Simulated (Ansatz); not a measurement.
Reaction: H4BPO (SMILES OBP) → H3BPO (SMILES O[B]P, doublet) + H (doublet) (the B-H bond breaks)
Each species at its own B3LYP-D3(BJ)/def2-TZVP minimum (Ansatz, a quantum-chemistry and plane-wave program), one conformer.

Wanted: bond dissociation energy (electronic), in kcal/mol. UHF or UKS for unpaired electrons; spin-orbit terms are left out. CBS(X,Y): correlation extrapolated as X^-3, Hartree-Fock from the larger set. A bracket is a step between two methods taken in the basis named. Functionals run without relativity, which enters their misses. Double hybrids freeze cores in their MP2 part. 'core' is core correlation in cc-pwCVTZ (1s frozen past Ne), 'X2C' scalar relativity in cc-pVTZ-DK, both at CCSD(T). For partners of very few electrons the exact lower level stands in for a higher one.

CCSD(T)/CBS(cc-pV(T+d)Z,cc-pV(Q+d)Z) + [CCSDT(Q) - CCSD(T)]/cc-pV(D+d)Z + core + X2C (Ansatz) gives 107.0 kcal/mol.

Task: What does PBE/def2-TZVPD (Ansatz) give here, and how do the other levels compare?

Result: PBE gives 101.1 kcal/mol, 5.9 kcal/mol below it. Differences of the others: r2SCAN/def2-TZVPD (Ansatz) -5.7; B3LYP/def2-TZVPD (Ansatz) -2.4; PBE0/def2-TZVPD (Ansatz) -5.1; wB97M-V/def2-TZVPD (Ansatz) 0.1; B2PLYP/def2-TZVPD (Ansatz) -2.6; CCSD(T)/CBS(cc-pV(T+d)Z,cc-pV(Q+d)Z) + core + X2C (Ansatz) 0.1 kcal/mol. Nearer than PBE: r2SCAN/def2-TZVPD, B3LYP/def2-TZVPD, PBE0/def2-TZVPD, wB97M-V/def2-TZVPD, B2PLYP/def2-TZVPD, CCSD(T)/CBS(cc-pV(T+d)Z,cc-pV(Q+d)Z) + core + X2C.
